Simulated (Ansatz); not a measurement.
Ideal-gas functions of `[NH][Si](F)(Cl)Cl` radical at 800 K and 1 bar, from an Ansatz frequency run at PBE0-D4/def2-TZVP.

Molar mass 133.01 g/mol, point group Cs (symmetry number 1), electronic degeneracy 2, moments of inertia 167.678, 262.853, 300.662 u Å². Harmonic wavenumbers (cm⁻¹, unscaled): 25, 161, 225, 256, 288, 292, 508, 637, 739, 877, 942, 3503.

Use S(trans) = R[1.5 ln M + 2.5 ln T − 1.1517]; rotational temperatures θ = 24.2544 K / I; S(rot) = R[ln(√π/σ · √(T³/θAθBθC)) + 1.5]; for each mode x = 1.438777 ν̃/T, S = R[x/(eˣ − 1) − ln(1 − e⁻ˣ)] and H = RT x/(eˣ − 1); 1 cm⁻¹ = 0.0119627 kJ/mol; R = 8.31446 J/(mol·K).

Task: By hand: the entropy, in J/(mol·K).

Result: Translation 190.4. Rotation: θ = 0.1446, 0.0923, 0.0807 K, giving 129.0. Vibration, mode by mode: 34.11, 18.65, 15.89, 14.84, 13.88, 13.76, 9.35, 7.62, 6.54, 5.34, 4.86, 0.11, in all 144.9. Electronic 5.8. Sum 470.1 J/(mol·K).

Task: By hand: H − E and G − E in kJ/mol, counted from the electronic energy.

Result: Zero-point energy ½ × 8453 × 0.0119627 = 50.6; thermal vibration 49.2; translation, rotation and pV give 4 RT = 26.6. H − E = 126.4 kJ/mol, and G − E = 126.4 − 800 × 470.1/1000 = -249.7 kJ/mol.

Vibration gives 31 % of the entropy, 34.1 J/(mol·K) of it from the mode under 150 cm⁻¹: soft modes count most, and the harmonic formula is weakest for them. The sum counts one conformer and one mirror image; others add a mixing term.
